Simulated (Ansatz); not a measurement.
Ideal-gas functions of `[NH2][Ga]([NH2])[Cl]` at 600 K and 1 bar, from an Ansatz frequency run at PBE0-D4/def2-TZVP.

Molar mass 137.22 g/mol, point group C2 (symmetry number 2), electronic degeneracy 1, moments of inertia 90.611, 171.596, 261.854 u Å². Harmonic wavenumbers (cm⁻¹, unscaled): 142, 161, 176, 250, 259, 294, 358, 414, 692, 736, 754, 807, 1556, 1565, 3613, 3614, 3719, 3719.

Use S(trans) = R[1.5 ln M + 2.5 ln T − 1.1517]; rotational temperatures θ = 24.2544 K / I; S(rot) = R[ln(√π/σ · √(T³/θAθBθC)) + 1.5]; for each mode x = 1.438777 ν̃/T, S = R[x/(eˣ − 1) − ln(1 − e⁻ˣ)] and H = RT x/(eˣ − 1); 1 cm⁻¹ = 0.0119627 kJ/mol; R = 8.31446 J/(mol·K).

Question: By hand: the entropy, in J/(mol·K).

Answer: Translation 184.8. Rotation: θ = 0.2677, 0.1413, 0.0926 K, giving 114.8. Vibration, mode by mode: 17.31, 16.28, 15.55, 12.69, 12.41, 11.39, 9.83, 8.71, 5.00, 4.59, 4.44, 4.01, 0.96, 0.95, 0.01, 0.01, 0.01, 0.01, in all 124.2. Electronic 0.0. Sum 423.8 J/(mol·K).

Question: By hand: H − E and G − E in kJ/mol, counted from the electronic energy.

Answer: Zero-point energy ½ × 22829 × 0.0119627 = 136.5; thermal vibration 37.1; translation, rotation and pV give 4 RT = 20.0. H − E = 193.6 kJ/mol, and G − E = 193.6 − 600 × 423.8/1000 = -60.7 kJ/mol.

Vibration gives 29 % of the entropy, 17.3 J/(mol·K) of it from the mode under 150 cm⁻¹: soft modes count most, and the harmonic formula is weakest for them. The sum counts one conformer and one mirror image; others add a mixing term.
